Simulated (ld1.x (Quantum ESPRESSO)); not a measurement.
# Logarithmic derivatives: ruthenium, ultrasoft

ruthenium, ultrasoft, made with ld1.x (Quantum ESPRESSO) 7.5 (PBE, scalar-relativistic). Core [Kr], reference 4d7.5 5s0.5 5p0. Waves: 5s (bound): rcut 2.45, rcutus 2.85 bohr; 5s channel at 0.65 Ry: rcut 2.45, rcutus 2.85 bohr; 5p (bound, empty): rcut 4.10, rcutus 4.65 bohr; 5p channel at 2.45 Ry: rcut 4.10, rcutus 4.65 bohr; 4d (bound): rcut 2.00, rcutus 2.35 bohr; 4d channel at 0.45 Ry: rcut 2.00, rcutus 2.35 bohr. Local part: all-electron potential smoothed inside 4.20 bohr (lloc = -2). Core correction: Bessel-smoothed model core, default radius (core density twice the valence density). Augmentation charge: PSQ, radius 2.10 bohr.

The phase is arctan(r·u′/u) with u = r·R(r), unwrapped; energies in Ry, scanned from -2 to 5 Ry. A pole is an energy at which the radial function vanishes at the test radius. The pseudo phase is shifted by a multiple of π to meet the all-electron one at the reference energy, and phase errors are pseudo minus all-electron; the curves can meet again beyond the range given. Levels narrower than the energy grid can be missing from the lists of poles.

Problem. For each channel, where are the poles, and over which energies does the pseudopotential scatter like the atom?

Solution.

| channel | radius (bohr) | reference energy (Ry) | poles, all-electron | poles, pseudo | unbroken range about the reference energy with phases within 0.05 rad | phase error 1 Ry above the reference energy (rad) |
| --- | --- | --- | --- | --- | --- | --- |
| s | 5.06 | -0.28 | -0.14, 1.66, 4.56 | -0.14, 1.66, 4.47 | the whole range | +0.000 |
| p | 5.06 | -0.05 | 0.29, 2.19 | 0.25, 2.18, 4.45 | below 0.4 | -1.059 |
| d | 5.06 | -0.30 | -0.29, 1.08, 3.25 | -0.29, 1.09, 3.44 | below 1.8 | +0.000 |

Phases in the s channel:

| E (Ry) | all-electron | pseudo |
| --- | --- | --- |
| -2.00 | 1.423 | 1.423 |
| -1.52 | 1.397 | 1.397 |
| -1.04 | 1.349 | 1.349 |
| -0.56 | 1.165 | 1.165 |
| -0.08 | -1.637 | -1.637 |
| 0.40 | -2.057 | -2.057 |
| 0.88 | -4.302 | -4.302 |
| 1.36 | -4.643 | -4.642 |
| 1.84 | -4.746 | -4.745 |
| 2.32 | -4.847 | -4.846 |
| 2.80 | -5.234 | -5.225 |
| 3.28 | -7.545 | -7.544 |
| 3.76 | -7.760 | -7.762 |
| 4.24 | -7.825 | -7.830 |
| 4.72 | -7.867 | -7.880 |
